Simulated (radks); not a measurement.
I9+, configuration [Kr] 4d8.

All-electron calculation, scalar-relativistic Kohn-Sham, SCAN, spin-polarised, spherical densities, finite nucleus; open shells are filled with parallel spins first (spin-orbit coupling, left out, can overturn this in heavy ions); meta-GGA in the generalised Kohn-Sham scheme; Fermi nuclear charge, rms radius 4.75 fm. Program: a radial shooting solver on a logarithmic mesh with Libxc functionals.

Energy parts (eV):
total: -193039.514
kinetic: 202657.364
electron-nucleus: -460541.846
Hartree: 69667.244
exchange-correlation: -4822.276

Orbitals (lengths in bohr, moments of r in powers of bohr):
| orbital | occ. | eigenvalue (eV) | <r^2> |
|---|---|---|---|
| 1s up | 1 | -33192.40 | 0.001005 |
| 1s down | 1 | -33192.37 | 0.001005 |
| 2s up | 1 | -5273.804 | 0.01617 |
| 2s down | 1 | -5273.059 | 0.01617 |
| 2p up | 3 | -4745.188 | 0.01282 |
| 2p down | 3 | -4744.542 | 0.01282 |
| 3s up | 1 | -1189.560 | 0.1120 |
| 3s down | 1 | -1189.209 | 0.1120 |
| 3p up | 3 | -1016.835 | 0.1124 |
| 3p down | 3 | -1016.390 | 0.1124 |
| 3d up | 5 | -759.4427 | 0.09819 |
| 3d down | 5 | -758.6731 | 0.09814 |
| 4s up | 1 | -327.7758 | 0.5976 |
| 4s down | 1 | -324.6192 | 0.5980 |
| 4p up | 3 | -272.1513 | 0.6742 |
| 4p down | 3 | -269.0086 | 0.6754 |
| 4d up | 5 | -189.5550 | 0.8402 |
| 4d down | 3 | -186.5146 | 0.8456 |

The highest occupied level is 4d down at -186.51 eV. The density falls to 0.001 e/bohr^3 at r = 2.16 bohr. For comparison, the ionisation energy in NIST's Atomic Spectra Database is 197 eV (theoretical). In exact Kohn-Sham theory the highest level is minus the ionisation energy, but local and semilocal functionals leave it too shallow, through self-interaction and a potential that decays too fast; potentials with the right tail come closer. The spin density at the nucleus is -1.194 e/bohr^3 (1s -0.270, 2s -1.536, 3s 1.263, 4s -0.651). Spin moment in Bohr magnetons: 2.
